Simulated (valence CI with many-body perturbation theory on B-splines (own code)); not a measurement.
Kr³¹⁺ in brief

Level of theory: relativistic CI+MBPT: three valence electrons over a frozen Dirac-Fock core [He], radial functions for each j: 9 s, 9 p, 8 d, 6 f, 3 g, 1 h, with the one-electron correlation potential Σ1 (screened to all orders), the two-electron term Σ2, the three-electron term Σ3, Breit, model QED; selected single and double excitations, second order for the rest, scaled by the run's own slope (own B-spline code, finite nucleus).

No measured spectrum was set against this ion. As an estimate, large intervals hold to a few tenths of a per cent, small ones and those within an open d or f shell to about a per cent.

Levels are named by their leading jj configuration (3d3/2^4 stands for four electrons in 3d with j = 3/2), which in mixed levels can hold well under half, so a name can repeat and another be missing.

Rates and lifetimes use the calculated energies. Strong lines usually hold to 10 to 20 %, long lifetimes can be off by a factor of two.

Task: What is the ground level?

Result: (2s^2 2p1/2) J=1/2, composition 99 % 2s2 2p 2P°, g = 0.655.

Task: Where does the other parity begin?

Result: At (2s 2p1/2^2) J=1/2, 697.85 × 10³ cm⁻¹.

Task: Name the longest-lived excited levels whose lifetime is computed, and their main decay.

Result: (2s^2 2p3/2) J=3/2 at 492.46 × 10³ cm⁻¹ lives 936 ns, mostly by M1 to (2s^2 2p1/2) J=1/2; (2s 2p1/2 2p3/2) J=3/2 at 1013.6 × 10³ cm⁻¹ lives 8.92 ns, mostly by E1 to (2s^2 2p3/2) J=3/2; (2s 2p1/2 2p3/2) J=5/2 at 1154.2 × 10³ cm⁻¹ lives 1.08 ns, mostly by E1 to (2s^2 2p3/2) J=3/2.

Task: How well does LS coupling describe the low levels?

Result: Among the lowest 20 levels the leading LS term, summed over configurations, holds 83 % on average. For single configurations the figures are 82 % in LS and 93 % in jj coupling. Terms mix most in the J = 3/2 level at 2256.8 × 10³ cm⁻¹, where the leading one holds 50 %.

Task: Among levels below 18709 × 10³ cm⁻¹, which E1 lines absorb most strongly from the ground level?

Result: to (2s^2 3d3/2) J=3/2 at 0.5688 nm, f = 0.699; to (2s 2p1/2 3p3/2) J=3/2 at 0.5559 nm, f = 0.225; to (2s 2p1/2 3p3/2) J=1/2 at 0.5572 nm, f = 0.129.

Task: What are the static dipole polarisabilities of the lowest levels?

Result: (2s^2 2p1/2) J=1/2 0.00375 bohr³, of which the core gives 5.19e-06.

Task: What is the ionisation energy?

Result: 3753.1 eV; NIST lists 3752 ± 2.5 eV (semi-empirical).
